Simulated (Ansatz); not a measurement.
Consider the isomerisation: `NCCO[SiH3]` → `C[SiH2]C(N)O`.

Gas-phase electronic energies from Ansatz, PBE0-D4/def2-TZVP geometries. CCSD(T)/CBS adds triple-zeta CCSD(T) − MP2 to the extrapolated MP2 energy (def2 sets, frozen cores). DFT in def2-TZVPP. One conformer a species, not always the lowest.

`NCCO[SiH3]`:

```xyz
14

N    -0.836   -1.719    0.994
C     0.505   -1.445    0.513
C     0.684    0.038    0.313
O    -0.206    0.474   -0.700
Si   -0.407    2.062   -1.071
H    -1.508   -1.391    0.311
H    -0.983   -2.714    1.104
H     0.758   -1.951   -0.433
H     1.229   -1.776    1.264
H     0.467    0.560    1.255
H     1.720    0.254    0.022
H    -0.848    2.835    0.123
H    -1.440    2.115   -2.131
H     0.866    2.658   -1.564
```

`C[SiH2]C(N)O`:

Z-matrix (Å, degrees):
```
C
Si 1 1.866
H 1 1.092 2 109.7
H 1 1.093 2 110.9 3 119.4
H 1 1.092 2 111.3 3 -120.3
C 2 1.905 1 113.3 3 -57.0
H 2 1.493 1 111.0 3 -177.5
H 2 1.492 1 111.2 3 62.6
O 6 1.415 2 106.4 1 48.9
N 6 1.449 2 114.4 1 170.3
H 6 1.101 2 109.9 1 -70.4
H 9 0.965 6 106.1 2 163.6
H 10 1.010 6 112.2 2 87.9
H 10 1.013 6 112.6 2 -35.3
```

```json
{"level": "BHLYP", "ΔE (kJ/mol)": "64.8"}
{"level": "MP2/def2-SVP", "ΔE (kJ/mol)": "60.2"}
{"level": "SCS-MP2/def2-TZVPP", "ΔE (kJ/mol)": "63.0"}
{"level": "SCS-MP2/def2-QZVPP", "ΔE (kJ/mol)": "62.2"}
```

**Question.** What does CCSD(T)/CBS give? (An estimate is asked.)

**Answer.** Ansatz gave: +53.2 kJ/mol. The listed levels differ from it by 11.6, 7.0, 9.8, 9.0 kJ/mol.

Largest T1 diagnostic among the species: 0.011.

From BLYP to BHLYP (50 % exact exchange), in def2-TZVPP and without D4, ΔE moves by +15.6 kJ/mol. At CCSD(T), def2-SVP lies +7.9 kJ/mol from the extrapolated value and def2-TZVPP +2.0 kJ/mol. Leaving LDA and LC-ωPBE aside and taking each functional with its dispersion term where it has one, the values, not all of them listed here, spread over 28.2 kJ/mol, from PBE-D4 to BHLYP-D4.

CCSD(T)/CBS has its own doubt, a few kJ/mol and more with outer-core shells, so smaller differences from it don't rank the levels.
